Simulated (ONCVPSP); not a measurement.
# B (Z = 5), ONCV: configuration errors across variants

- Element: boron (B)
- Generator: ONCVPSP 4.0.1
- Type: optimised norm-conserving Vanderbilt (ONCV)
- Functional: PBE
- Relativity: scalar-relativistic
- Frozen core: [He]
- Valence charge: 3
- Reference configuration: 2s2 2p1
- Partial waves: 2s: rc 1.10 bohr, ncon 3, nbas 7, qcut 6.3 1/bohr, 2 projectors, debl 3.3 Ha; 2p: rc 2.45 bohr, ncon 4, nbas 8, qcut 4.7 1/bohr, 1 projector; d scattering state at 0.3 Ha: rc 2.40 bohr, ncon 4, nbas 7, qcut 4.2 1/bohr, 1 projector
- Local potential: polynomial inside 0.80 bohr (lpopt 1, dvloc0 0 Ha)
- Core correction: Teter function, fcfact 1.5, rcfact 1.2

All-electron excitation energies from the reference (eV): (1) 2s2 2p0 8.220; (2) 2s1 2p0 33.642; (3) 2s2 2p0.5 2.887; (4) 2s1 2p2 5.851.

A true bound ghost makes a file unfit for plane-wave use even where its test errors are small: the radial tests pick states by their node count and pass the ghost by.

Errors AE − PS in meV (a dash: test not solved or not reliable):

```tsv
change	(1)	(2)	(3)	(4)	bound ghosts	GHOST(+) flags above zero
base	+48	+177	+6.0	-9.7	d	none
local potential polynomial inside 0.80 bohr (lpopt 1, dvloc0 9 Ha)	+48	+177	+6.0	-9.7	none	none
p: ncon 5, nbas 9	+40	+154	+4.9	-7.2	d	none
local potential polynomial inside 0.85 bohr (lpopt 5, dvloc0 6 Ha)	+48	+177	+6.0	-9.7	none	none
p: rc 3.04	+82	+272	+11	-18	d	p
d: qcut 4.6	+48	+177	+6.0	-9.7	d	none
s: qcut 5.4; p: qcut 4; d: qcut 3.6	+61	+217	+8.0	-13	none	p, d
core correction none	+48	+180	+6.1	-9.9	d	none
s: rc 1.22	+47	+177	+6.0	-9.2	d	none
core correction Teter function, fcfact 1.5, rcfact 1.64	+45	+156	+5.9	-9.6	d	none
```

Give the same row for: all radii but the core radius scaled by about 0.79 (s 0.86, p 1.94, d 1.90 bohr); local potential polynomial inside 0.64 bohr (lpopt 1, dvloc0 0 Ha).

+34, +119, +4.1, 0.0; bound ghosts: s; GHOST(+) flags above zero: d.
